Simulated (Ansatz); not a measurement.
Steps of a relaxation of C4H8BN (`C=C=NB(C)C`) with RKS PBE-D4/def2-SVP.

```sh
$ ansatz run in.yaml --threads 4 --pin off --events-out ev --progress --plain --max-ram 10444MiB
```

```yaml
crystal:
  periodic: [false, false, false]
  atoms:
    - {symbol: C, position_ang: [-2.388900, -0.755500, 1.533400]}
    - {symbol: C, position_ang: [-1.755400, -0.012300, 0.663200]}
    - {symbol: N, position_ang: [-1.114200, 0.675500, -0.186300]}
    - {symbol: B, position_ang: [0.458200, 0.382800, -0.478000]}
    - {symbol: C, position_ang: [1.144100, -0.835800, 0.240000]}
    - {symbol: C, position_ang: [1.149800, 1.292600, -1.536800]}
    - {symbol: H, position_ang: [-3.447300, -0.467000, 1.715500]}
    - {symbol: H, position_ang: [-1.930000, -1.516800, 2.036200]}
    - {symbol: H, position_ang: [0.630000, -1.767100, 0.072100]}
    - {symbol: H, position_ang: [1.132900, -0.657000, 1.377500]}
    - {symbol: H, position_ang: [2.184600, -0.895800, -0.065100]}
    - {symbol: H, position_ang: [2.220700, 0.950500, -1.635300]}
    - {symbol: H, position_ang: [0.587400, 1.233200, -2.532200]}
    - {symbol: H, position_ang: [1.115100, 2.343600, -1.175400]}
basis:
  gaussian: {orbitals: def2-SVP}
hamiltonian: {xc: pbe, dispersion: d4}
relax: {f_tol: 0.03, max_steps: 200}
```

Positions (Å) and forces (eV/Å) along the path, 11 of 25 steps:

```xyz
14
step=1 energy=-6430.4059 eV
C    -2.389   -0.755    1.533   -2.823    2.427   -0.990
C    -1.755   -0.012    0.663    2.368    2.090   -2.806
N    -1.114    0.675   -0.186    1.753   -2.706    1.894
B     0.458    0.383   -0.478   -3.129    0.626    0.015
C     1.144   -0.836    0.240   -0.230    1.522    1.609
C     1.150    1.293   -1.537    0.107   -0.268   -0.457
H    -3.447   -0.467    1.716    0.262   -0.330    0.189
H    -1.930   -1.517    2.036    1.413   -2.489    1.617
H     0.630   -1.767    0.072   -0.504   -1.005   -0.196
H     1.133   -0.657    1.377   -0.018   -0.226   -1.004
H     2.185   -0.896   -0.065    0.679   -0.279   -0.173
H     2.221    0.951   -1.635   -0.579    0.446   -0.286
H     0.587    1.233   -2.532    0.633    0.144    0.829
H     1.115    2.344   -1.175    0.068    0.049   -0.241
14
step=2 energy=-6431.0740 eV
C    -2.403   -0.686    1.585   -0.392    0.173   -0.304
C    -1.683   -0.030    0.679    0.429    0.475   -0.827
N    -1.008    0.564   -0.172    1.574   -1.573    0.815
B     0.467    0.337   -0.521   -1.984    0.938    0.371
C     1.153   -0.840    0.271    0.197    0.413    0.305
C     1.135    1.315   -1.550    0.312   -0.238   -0.245
H    -3.451   -0.363    1.728    0.151   -0.133    0.247
H    -2.047   -1.658    1.978   -0.074    0.280   -0.040
H     0.622   -1.794    0.129   -0.108   -0.306   -0.078
H     1.121   -0.634    1.376   -0.038   -0.019   -0.373
H     2.211   -0.953   -0.017    0.164   -0.187   -0.014
H     2.214    1.072   -1.724   -0.351    0.154   -0.017
H     0.597    1.271   -2.530    0.133    0.046    0.179
H     1.058    2.369   -1.204   -0.011   -0.024   -0.020
14
step=3 energy=-6431.3756 eV
C    -2.518   -0.648    1.579   -0.150   -0.082   -0.128
C    -1.699   -0.095    0.690    0.484    0.497   -0.756
N    -0.919    0.390   -0.131    0.804   -0.888    0.580
B     0.506    0.313   -0.529   -1.467    0.366    0.446
C     1.240   -0.857    0.235    0.244    0.051    0.121
C     1.122    1.340   -1.545    0.215   -0.085   -0.083
H    -3.534   -0.248    1.742    0.182   -0.114    0.111
H    -2.193   -1.607    2.039   -0.204    0.353   -0.055
H     0.704   -1.818    0.106    0.017   -0.103   -0.067
H     1.198   -0.646    1.334    0.049    0.000   -0.183
H     2.299   -0.982   -0.053    0.078   -0.090   -0.003
H     2.211    1.175   -1.726   -0.285    0.061    0.031
H     0.592    1.270   -2.522    0.041    0.056    0.034
H     0.978    2.384   -1.188   -0.008   -0.023   -0.047
14
step=5 energy=-6431.6584 eV
C    -2.707   -0.534    1.486    0.142   -0.037    0.121
C    -1.716   -0.152    0.682    0.105    0.053   -0.164
N    -0.767    0.131   -0.028   -0.524   -0.209    0.529
B     0.573    0.217   -0.460   -0.110    0.105   -0.122
C     1.467   -0.931    0.186    0.144    0.096   -0.101
C     1.004    1.358   -1.476    0.196   -0.193    0.064
H    -3.659    0.012    1.586    0.116   -0.056   -0.087
H    -2.503   -1.403    2.147   -0.170    0.224   -0.188
H     0.982   -1.923    0.061    0.051    0.023   -0.023
H     1.516   -0.760    1.285    0.049    0.001   -0.035
H     2.502   -0.984   -0.202    0.047   -0.003   -0.024
H     2.087    1.315   -1.707   -0.037    0.064   -0.031
H     0.445    1.249   -2.432    0.008   -0.012    0.023
H     0.764    2.375   -1.099   -0.019   -0.056    0.037
14
step=11 energy=-6431.8201 eV
C    -2.894   -0.351    1.422    0.051   -0.096    0.025
C    -1.709   -0.192    0.839   -0.016    0.011    0.026
N    -0.627   -0.047    0.312   -0.078   -0.036    0.026
B     0.630    0.088   -0.306    0.069    0.035   -0.007
C     1.746   -0.986    0.043    0.116   -0.018    0.050
C     0.851    1.296   -1.311   -0.029    0.209   -0.153
H    -3.703    0.372    1.251   -0.024    0.026   -0.010
H    -3.079   -1.218    2.077    0.021    0.080   -0.049
H     1.339   -2.020    0.089    0.062    0.083    0.008
H     2.154   -0.767    1.063   -0.069   -0.033   -0.201
H     2.604   -0.960   -0.665   -0.139   -0.026    0.102
H     1.932    1.531   -1.461   -0.276   -0.028    0.036
H     0.440    0.997   -2.313    0.137    0.089    0.258
H     0.304    2.228   -1.013    0.177   -0.296   -0.111
14
step=13 energy=-6431.8403 eV
C    -2.908   -0.345    1.423   -0.008   -0.004    0.002
C    -1.722   -0.201    0.841    0.028    0.002   -0.014
N    -0.639   -0.070    0.311    0.004   -0.001    0.000
B     0.620    0.076   -0.303    0.004    0.003   -0.006
C     1.745   -0.998    0.019   -0.020    0.025   -0.021
C     0.850    1.302   -1.284   -0.001   -0.028    0.037
H    -3.702    0.398    1.262    0.000    0.009   -0.007
H    -3.109   -1.209    2.072    0.008   -0.002    0.002
H     1.349   -2.019    0.195   -0.007    0.014    0.006
H     2.261   -0.695    0.959    0.002    0.012   -0.018
H     2.524   -1.040   -0.769   -0.017   -0.008    0.000
H     1.914    1.612   -1.320   -0.006    0.005    0.012
H     0.586    0.975   -2.316    0.017   -0.010    0.007
H     0.219    2.185   -1.059   -0.005   -0.016    0.000
14
step=14 energy=-6431.8450 eV
C    -2.918   -0.342    1.427    0.022   -0.014   -0.001
C    -1.732   -0.204    0.843   -0.228   -0.022    0.098
N    -0.654   -0.079    0.311    0.217    0.021   -0.086
B     0.606    0.070   -0.297    0.033    0.003   -0.029
C     1.734   -0.994   -0.004    0.070   -0.153    0.080
C     0.857    1.296   -1.259   -0.028    0.155   -0.095
H    -3.713    0.397    1.255   -0.004    0.009    0.015
H    -3.112   -1.200    2.086   -0.020   -0.002   -0.007
H     1.348   -1.996    0.262   -0.018   -0.048    0.032
H     2.334   -0.643    0.865    0.008    0.033    0.038
H     2.452   -1.098   -0.842   -0.020    0.023   -0.062
H     1.903    1.660   -1.212    0.037   -0.014    0.053
H     0.709    0.956   -2.308   -0.016   -0.039   -0.038
H     0.173    2.149   -1.098   -0.052    0.048    0.001
14
step=18 energy=-6431.8530 eV
C    -2.918   -0.344    1.425    0.010    0.005   -0.009
C    -1.732   -0.206    0.842    0.006   -0.006   -0.005
N    -0.650   -0.081    0.311   -0.016    0.001    0.011
B     0.608    0.069   -0.300   -0.019    0.000    0.018
C     1.732   -1.008   -0.007    0.026   -0.004    0.002
C     0.856    1.309   -1.253    0.017    0.000   -0.025
H    -3.705    0.409    1.269   -0.007    0.006    0.002
H    -3.126   -1.212    2.067   -0.002   -0.008    0.005
H     1.345   -1.985    0.343    0.005    0.004    0.004
H     2.393   -0.610    0.797   -0.002   -0.007   -0.016
H     2.387   -1.169   -0.889   -0.010   -0.007    0.007
H     1.884    1.711   -1.136   -0.014    0.003    0.002
H     0.788    0.955   -2.308    0.008    0.012    0.007
H     0.126    2.132   -1.132   -0.001    0.000   -0.003
14
step=19 energy=-6431.8543 eV
C    -2.919   -0.343    1.426   -0.011   -0.009   -0.010
C    -1.733   -0.205    0.844    0.003   -0.003   -0.004
N    -0.651   -0.080    0.313   -0.015    0.000    0.012
B     0.607    0.068   -0.299    0.008    0.002    0.004
C     1.731   -1.011   -0.010    0.037   -0.010    0.006
C     0.857    1.311   -1.249    0.012    0.008   -0.023
H    -3.707    0.409    1.270    0.005   -0.003    0.007
H    -3.130   -1.216    2.061    0.003    0.011    0.001
H     1.346   -1.975    0.377    0.017    0.022   -0.005
H     2.422   -0.596    0.761   -0.021   -0.022   -0.038
H     2.356   -1.202   -0.909   -0.028    0.003    0.036
H     1.874    1.733   -1.103   -0.025   -0.007    0.000
H     0.825    0.956   -2.305    0.007    0.014    0.022
H     0.110    2.122   -1.147    0.008   -0.006   -0.007
14
step=21 energy=-6431.8552 eV
C    -2.922   -0.345    1.423   -0.002   -0.003    0.001
C    -1.735   -0.206    0.843   -0.004    0.001    0.001
N    -0.652   -0.080    0.314    0.000    0.000    0.001
B     0.606    0.068   -0.297    0.002   -0.001    0.000
C     1.730   -1.013   -0.012    0.015   -0.002    0.004
C     0.858    1.313   -1.246    0.004    0.002   -0.007
H    -3.708    0.408    1.270    0.003   -0.001    0.000
H    -3.131   -1.215    2.063    0.001    0.003   -0.002
H     1.348   -1.967    0.402    0.005    0.009   -0.001
H     2.443   -0.589    0.732   -0.006   -0.008   -0.017
H     2.331   -1.225   -0.922   -0.014    0.003    0.014
H     1.866    1.748   -1.079   -0.010   -0.004    0.002
H     0.853    0.959   -2.302    0.006    0.004    0.007
H     0.100    2.115   -1.159    0.002   -0.002   -0.002
14
step=25 energy=-6431.8567 eV
C    -2.927   -0.347    1.421    0.003    0.000   -0.002
C    -1.738   -0.207    0.844   -0.006    0.000    0.003
N    -0.654   -0.079    0.318    0.004   -0.001   -0.003
B     0.604    0.069   -0.293    0.002    0.001    0.000
C     1.726   -1.017   -0.018   -0.003    0.002    0.002
C     0.862    1.318   -1.235   -0.002   -0.003    0.000
H    -3.714    0.405    1.265    0.000    0.000    0.000
H    -3.137   -1.217    2.059    0.000    0.000    0.000
H     1.361   -1.936    0.478    0.001   -0.001    0.001
H     2.507   -0.567    0.636    0.002    0.000   -0.002
H     2.247   -1.297   -0.958   -0.002   -0.001    0.000
H     1.841    1.790   -1.008    0.000    0.000    0.001
H     0.936    0.965   -2.288    0.002    0.001    0.000
H     0.072    2.093   -1.193   -0.001    0.001    0.000
```

Run time 36 s (4 threads of an Arm Neoverse V1 on a shared host); peak host memory 0.17 GiB.
